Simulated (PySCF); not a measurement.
## RuH₄ + 2 F₂ → RuHF + 3 HF

Level: PBE0 in the def2-TZVP basis family, computed in PySCF with density fitting; scalar-relativistic core potentials for atoms from Rb on, none lighter, no spin–orbit coupling; open shells unrestricted.

```tsv
species	state and structure	E (Eh)	ZPE (kJ/mol)	H(298 K) − H(0) (kJ/mol)	S° (J/(mol K))
RuH₄	singlet, C4v, Ru–H 1.530 Å (×4); H–Ru–H 67.4° (×4), H–Ru–H 103.3° (×2)	-97.20793	77.5	11.3	233.0
F₂	singlet, D∞h, F–F 1.376 Å	-199.40856	6.6	8.7	201.9
RuHF	quintet, Cs, Ru–F 1.897 Å, Ru–H 1.664 Å; F–Ru–H 153.8°	-195.22851	16.8	11.4	269.4
HF	singlet, C∞v, H–F 0.920 Å	-100.39188	24.9	8.7	173.6
```

**Question.** What is the electronic reaction energy?

**Answer.** At PBE0/def2-TZVP, ΔE = -995.3 kJ/mol from the differences of the total energies times 2625.5, downhill. 

**Question.** Add zero-point, thermal and entropy terms for 298.15 K and 1 bar.

**Answer.** ΔZPE = 0.8 and Δ[H(298) − H(0)] = 8.8 kJ/mol give ΔH° = -985.7 kJ/mol. ΔS° = 153.4 J/(mol K), so ΔG° = -985.7 − 298.15 × (0.1534) = -1031 kJ/mol.

Open d or f shells are single determinants, so the state found may not be the ground state. Each species is the lowest minimum found with this bonding; other isomers or fragments can lie lower.
